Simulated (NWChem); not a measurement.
System: C2H6BN; SMILES C=CBN

Excerpt of the output:

```
             Northwest Computational Chemistry Package (NWChem) 7.3.0
             --------------------------------------------------------

                             Geometry "geometry" -> ""
                             -------------------------

 Output coordinates in angstroms (scale by  1.889725989 to convert to a.u.)

  No.       Tag          Charge          X              Y              Z
 ---- ---------------- ---------- -------------- -------------- --------------
    1 B                    5.0000    -0.65576300    -0.72517500     0.10908500
    2 H                    1.0000    -1.67532800    -1.25061600     0.46202500
    3 C                    6.0000    -0.58272700     0.81880600    -0.13342500
    4 C                    6.0000     0.50441800     1.57375000     0.08572100
    5 H                    1.0000    -1.48977300     1.33919000    -0.45023200
    6 H                    1.0000     0.51428700     2.65339100    -0.05733300
    7 H                    1.0000     1.43899000     1.14298800     0.44519800
    8 N                    7.0000     0.46319900    -1.54621200    -0.07046100
    9 H                    1.0000     0.45378100    -2.53988400     0.11127200
   10 H                    1.0000     1.35264300    -1.20457800    -0.41176500

 Effective nuclear repulsion energy (a.u.)     101.1519536561

  xc_inp: hfexch multiplicative factor not found.

                                 NWChem DFT Module
                                 -----------------

 Summary of "ao basis" -> "ao basis" (spherical)
 ------------------------------------------------------------------------------
       Tag                 Description            Shells   Functions and Types
 ---------------- ------------------------------  ------  ---------------------
 B                           6-31g*                  6       14   3s2p1d
 H                           6-31g*                  2        2   2s
 C                           6-31g*                  6       14   3s2p1d
 N                           6-31g*                  6       14   3s2p1d

            General Information
            -------------------
          SCF calculation type: DFT
          Wavefunction type:  closed shell.
          No. of atoms     :    10
          No. of electrons :    30
           Alpha electrons :    15
            Beta electrons :    15
          Charge           :     0
          Spin multiplicity:     1
          Use of symmetry is: off; symmetry adaption is: off
          Maximum number of iterations: 150
          AO basis - number of functions:    68
                     number of shells:    36
          Convergence on energy requested:  1.00D-06
          Convergence on density requested:  1.00D-05
          Convergence on gradient requested:  5.00D-04

              XC Information
              --------------
                     Hartree-Fock (Exact) Exchange  1.000

      Superposition of Atomic Density Guess
      -------------------------------------

 Sum of atomic energies:        -157.12973027

      Non-variational initial energy
      ------------------------------

 Total energy =    -159.381691
 1-e energy   =    -409.939847
 2-e energy   =     149.406203
 HOMO         =      -0.318394
 LUMO         =      -0.024777

     ---------------------------------------------
      Total Density - Mulliken Population Analysis
     ---------------------------------------------

    Atom       Charge   Shell Charges
 -----------   ------   -------------------------------------------------------
    1 B    5     4.66   2.00  0.62  1.22  0.40  0.35  0.07
    2 H    1     1.03   0.50  0.53
    3 C    6     6.39   2.00  0.75  1.98  0.59  1.04  0.03
    4 C    6     6.40   2.00  0.74  1.90  0.62  1.11  0.03
    5 H    1     0.79   0.47  0.32
    6 H    1     0.79   0.47  0.32
    7 H    1     0.79   0.47  0.32
    8 N    7     8.02   2.00  0.81  2.65  0.79  1.76  0.02
    9 H    1     0.57   0.41  0.16
   10 H    1     0.57   0.41  0.16

   convergence    iter        energy       DeltaE   RMS-Dens  Diis-err
 ---------------- ----- ----------------- --------- --------- ---------
 d= 0,ls=0.0,diis     1   -158.3216028952 -2.59D+02  6.34D-03  3.40D-01
 d= 0,ls=0.0,diis     2   -158.3720146353 -5.04D-02  2.32D-03  4.41D-02
 d= 0,ls=0.0,diis     3   -158.3776028827 -5.59D-03  8.92D-04  5.97D-03
 d= 0,ls=0.0,diis     4   -158.3784608515 -8.58D-04  1.19D-04  8.69D-05
 d= 0,ls=0.0,diis     5   -158.3784755539 -1.47D-05  5.18D-05  5.82D-06
  Resetting Diis
 d= 0,ls=0.0,diis     6   -158.3784773163 -1.76D-06  1.64D-05  5.49D-07
 d= 0,ls=0.0,diis     7   -158.3784775355 -2.19D-07  5.10D-06  8.06D-08

         Total DFT energy =     -158.378477535514
      One electron energy =     -413.486540497438
           Coulomb energy =      176.991123247809
    Exchange-Corr. energy =      -23.035013942007
 Nuclear repulsion energy =      101.151953656122

 Numeric. integr. density =        0.000000000000

                       DFT Final Molecular Orbital Analysis
                       ------------------------------------

 Vector   13  Occ=2.000000D+00  E=-4.483761D-01
              MO Center= -5.2D-01,  1.9D-01,  5.2D-02, r^2= 3.1D+00
   Bfn.  Coefficient  Atom+Function         Bfn.  Coefficient  Atom+Function
  ----- ------------  ---------------      ----- ------------  ---------------
    20      0.338209   3 C  py                4     -0.288021   1 B  py
    16      0.204695   2 H  s                24      0.189123   3 C  py
    34     -0.184936   4 C  py               15      0.174168   2 H  s
     3     -0.139098   1 B  px               47     -0.139453   6 H  s
    48     -0.138170   6 H  s                45      0.123821   5 H  s

 Vector   14  Occ=2.000000D+00  E=-4.331595D-01
              MO Center=  2.6D-01, -1.2D+00, -4.5D-02, r^2= 1.7D+00
   Bfn.  Coefficient  Atom+Function         Bfn.  Coefficient  Atom+Function
  ----- ------------  ---------------      ----- ------------  ---------------
    55      0.482640   8 N  pz               59      0.419915   8 N  pz
     5      0.154217   1 B  pz               53      0.135174   8 N  px
    57      0.125040   8 N  px               54      0.100530   8 N  py
    21      0.099292   3 C  pz                9      0.090142   1 B  pz
    58      0.085871   8 N  py               35      0.079945   4 C  pz

 Vector   15  Occ=2.000000D+00  E=-3.573780D-01
              MO Center=  1.1D-02,  8.8D-01, -2.3D-02, r^2= 2.2D+00
   Bfn.  Coefficient  Atom+Function         Bfn.  Coefficient  Atom+Function
  ----- ------------  ---------------      ----- ------------  ---------------
    35      0.337554   4 C  pz               21      0.326673   3 C  pz
    39      0.288161   4 C  pz               25      0.273041   3 C  pz
    55     -0.181956   8 N  pz               59     -0.176137   8 N  pz
    33     -0.097604   4 C  px               19     -0.094127   3 C  px
    53     -0.073429   8 N  px               37     -0.072192   4 C  px

 Vector   16  Occ=0.000000D+00  E= 1.332039D-01
              MO Center= -2.3D-01,  3.5D-01,  1.4D-02, r^2= 3.3D+00
   Bfn.  Coefficient  Atom+Function         Bfn.  Coefficient  Atom+Function
  ----- ------------  ---------------      ----- ------------  ---------------
    39     -0.491256   4 C  pz                9      0.468057   1 B  pz
    25      0.344459   3 C  pz               35     -0.277726   4 C  pz
    59     -0.263807   8 N  pz                5      0.239994   1 B  pz
    21      0.197493   3 C  pz               37      0.197869   4 C  px
    57     -0.162286   8 N  px               55     -0.154880   8 N  pz

 Vector   17  Occ=0.000000D+00  E= 2.253840D-01
              MO Center=  7.4D-01, -1.1D+00, -8.9D-03, r^2= 5.3D+00
   Bfn.  Coefficient  Atom+Function         Bfn.  Coefficient  Atom+Function
  ----- ------------  ---------------      ----- ------------  ---------------
    56      1.513014   8 N  s                66     -0.974910   9 H  s
    68     -0.891406  10 H  s                36      0.702199   4 C  s
    50     -0.580029   7 H  s                48     -0.473650   6 H  s
    37      0.358741   4 C  px                7     -0.280634   1 B  px
    57      0.274287   8 N  px               46     -0.244175   5 H  s

 Vector   18  Occ=0.000000D+00  E= 2.545303D-01
              MO Center= -8.9D-02, -1.0D-01, -3.3D-02, r^2= 4.3D+00
   Bfn.  Coefficient  Atom+Function         Bfn.  Coefficient  Atom+Function
  ----- ------------  ---------------      ----- ------------  ---------------
    68      0.772418  10 H  s                 9     -0.632926   1 B  pz
    25      0.589655   3 C  pz               39     -0.498793   4 C  pz
    56     -0.443813   8 N  s                59      0.405846   8 N  pz
     7     -0.386052   1 B  px               50      0.360617   7 H  s
    16     -0.315053   2 H  s                46     -0.293846   5 H  s

     ---------------------------------------------
      Total Density - Mulliken Population Analysis
     ---------------------------------------------

    Atom       Charge   Shell Charges
 -----------   ------   -------------------------------------------------------
    1 B    5     4.56   2.00  0.54  1.38  0.25  0.30  0.09
    2 H    1     1.07   0.52  0.54
    3 C    6     6.33   2.00  0.66  1.97  0.60  1.06  0.04
    4 C    6     6.38   2.00  0.67  1.95  0.61  1.11  0.04
    5 H    1     0.83   0.52  0.30
    6 H    1     0.82   0.53  0.30
    7 H    1     0.84   0.53  0.31
    8 N    7     7.93   2.00  0.75  2.50  0.86  1.80  0.02
    9 H    1     0.63   0.49  0.13
   10 H    1     0.63   0.49  0.14

     -------------------------------------------
      Total Density - Lowdin Population Analysis
     -------------------------------------------

    Atom       Charge   Shell Charges
 -----------   ------   -------------------------------------------------------
    1 B    5     5.08   1.98  0.43  1.28  0.36  0.84  0.19
    2 H    1     1.00   0.50  0.50
    3 C    6     6.19   1.99  0.53  1.80  0.42  1.38  0.07
    4 C    6     6.24   1.99  0.55  1.78  0.44  1.40  0.08
    5 H    1     0.87   0.50  0.37
    6 H    1     0.87   0.50  0.37
    7 H    1     0.88   0.50  0.38
    8 N    7     7.39   1.99  0.66  2.34  0.52  1.84  0.04
    9 H    1     0.74   0.47  0.27
   10 H    1     0.74   0.47  0.27

     Multipole analysis of the density
     ---------------------------------

     L   x y z        total         alpha         beta         nuclear
     -   - - -        -----         -----         ----         -------
     0   0 0 0     -0.000000    -15.000000    -15.000000     30.000000

     1   1 0 0      0.541778      0.187435      0.187435      0.166908
     1   0 1 0     -0.234683     -0.161248     -0.161248      0.087812
     1   0 0 1     -0.112574      0.071138      0.071138     -0.254850

     2   2 0 0    -17.936543    -38.631209    -38.631209     59.325875
     2   1 1 0     -1.353777      0.051692      0.051692     -1.457162
     2   1 0 1      0.293630     -0.105262     -0.105262      0.504154
     2   0 2 0    -15.974348   -111.287321   -111.287321    206.600295
     2   0 1 1     -0.169485      0.075272      0.075272     -0.320030
     2   0 0 2    -20.453683    -12.092275    -12.092275      3.730866

                     NWChem Electrostatic Potential Fit Module
                     -----------------------------------------

 Atom parameters

 Number of atoms is                                   10
 Number of basis functions is                         68

 Grid parameters

 Maximum number of grid points is                  39792
 Number of grid points is                          39791
 Grid range                                     0.300000 nm
 Grid spacing                                   0.020000 nm
 Probe radius                                   0.070000 nm
 Atom radius factor                             1.000000

 Atomic radii

    1    0.100000
    5    0.158000
    6    0.147000
    7    0.140000
 FASTESP  F
  using M.O. file = ./job.movecs

    Atom              Coordinates                           Charge

                                                  ESP

    1 B    -0.065576   -0.072518    0.010909    0.565272
    2 H    -0.167533   -0.125062    0.046203   -0.186099
    3 C    -0.058273    0.081881   -0.013343   -0.283137
    4 C     0.050442    0.157375    0.008572   -0.249865
    5 H    -0.148977    0.133919   -0.045023    0.106449
    6 H     0.051429    0.265339   -0.005733    0.123085
    7 H     0.143899    0.114299    0.044520    0.122620
    8 N     0.046320   -0.154621   -0.007046   -0.913012
    9 H     0.045378   -0.253988    0.011127    0.352881
   10 H     0.135264   -0.120458   -0.041177    0.361806
                                            ------------
                                                0.000000

 Dipole moment                                  0.593320

 Quadrupole moment Qxx                          0.507103
                   Qyy                          4.129359
                   Qzz                         -4.636462

 RMS deviation kJ/mol                           0.064726

 RRMS %                                        38.827231
```

Level: Hartree-Fock/6-31G* (spherical d). All runs use the structure optimised with B3LYP/6-31G* (spherical d).

Q: Reconstruct the input file.

A: One answer among several that fit: the input that was run:
```
start job
memory heap 200 mb stack 900 mb global 1100 mb
geometry units angstroms noautosym nocenter noautoz
  B     -0.655763    -0.725175     0.109085
  H     -1.675328    -1.250616     0.462025
  C     -0.582727     0.818806    -0.133425
  C      0.504418     1.573750     0.085721
  H     -1.489773     1.339190    -0.450232
  H      0.514287     2.653391    -0.057333
  H      1.438990     1.142988     0.445198
  N      0.463199    -1.546212    -0.070461
  H      0.453781    -2.539884     0.111272
  H      1.352643    -1.204578    -0.411765
end
basis spherical
  * library 6-31g*
end
dft
  xc hfexch
  iterations 150
  mulliken
end
task dft energy
esp
  recalculate
  probe 0.07
  range 0.3
  factor 1.0
  spacing 0.02
end
task esp
```
